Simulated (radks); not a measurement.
Task: Species: Gd+. Configuration: [Xe] 4f7 5d1 6s1. Calculated with a radial shooting solver on a logarithmic mesh with Libxc functionals: Dirac Kohn-Sham, BLYP, spin-unpolarised, spherical densities, finite nucleus; open shells fill j = l - 1/2 first; Fermi nuclear charge, rms radius 5.1569 fm. Some entries of the table are withheld. Estimate them.

| orbital | occ. | eigenvalue (Ry) | <1/r> (bohr^-1) |
|---|---|---|---|
| 1s1/2 | 2 | -3678.899 | 71.65 |
| 2s1/2 | 2 | -607.4957 | 17.10 |
| 2p1/2 | 2 | (1) | (2) |
| 2p3/2 | 4 | (3) | (4) |
| 3s1/2 | 2 | -134.9768 | 6.230 |
| 3p1/2 | 2 | -121.7236 | (5) |
| 3p3/2 | 4 | -111.2309 | (6) |
| 3d3/2 | 4 | -88.31540 | 5.521 |
| 3d5/2 | 6 | -86.02905 | 5.396 |
| 4s1/2 | 2 | -27.51637 | 2.605 |
| 4p1/2 | 2 | -22.35629 | 2.499 |
| 4p3/2 | 4 | -20.01897 | 2.328 |
| 4d3/2 | 4 | -11.51295 | (7) |
| 4d5/2 | 6 | -11.09055 | (8) |
| 5s1/2 | 2 | -4.09090 | 1.001 |
| 5p1/2 | 2 | -2.67107 | 0.8829 |
| 5p3/2 | 4 | -2.35060 | 0.8214 |
| 4f5/2 | 6 | -1.10012 | 1.529 |
| 4f7/2 | 1 | -1.04479 | 1.510 |
| 6s1/2 | 1 | (9) | 0.3447 |
| 5d3/2 | 1 | -0.62044 | (10) |
| 5d5/2 | 0 | -0.59800 | (11) |

Result: 
(1) 2p1/2 eigenvalue (Ry): -576.9479
(2) 2p1/2 <1/r> (bohr^-1): 17.08
(3) 2p3/2 eigenvalue (Ry): -525.7854
(4) 2p3/2 <1/r> (bohr^-1): 15.09
(5) 3p1/2 <1/r> (bohr^-1): 6.146
(6) 3p3/2 <1/r> (bohr^-1): 5.643
(7) 4d3/2 <1/r> (bohr^-1): 2.110
(8) 4d5/2 <1/r> (bohr^-1): 2.067
(9) 6s1/2 eigenvalue (Ry): -0.68011
(10) 5d3/2 <1/r> (bohr^-1): 0.5127
(11) 5d5/2 <1/r> (bohr^-1): 0.4988
